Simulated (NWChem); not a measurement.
System: AlH, singlet; SMILES [AlH]

The following NWChem deck was run.

```
start job
memory heap 200 mb stack 900 mb global 1100 mb
geometry units angstroms
  Al     0.000000     0.000000     0.142274
  H      0.000000     0.000000    -1.524908
end
basis spherical
  * library cc-pvdz
end
dft
  xc b3lyp
  iterations 150
end
driver
  maxiter 120
end
task dft optimize
task dft freq
```

Low-valent species are run as closed-shell singlets; no triplet was tried in these runs.

The level has its own optimisation; frequencies are unscaled.

Question: What results follow from this input? (B3LYP/cc-pVDZ.) Quantities: basis functions; r Al–H (Å); highest harmonic frequency (cm⁻¹); zero-point energy (kcal/mol); dipole (D).

Answer: 
```
Item                               Result
---------------------------------  ------
number of basis functions              23
r Al–H (Å)                          1.679
highest harmonic frequency (cm⁻¹)    1605
zero-point energy (kcal/mol)          2.3
dipole (D)                           0.08
```
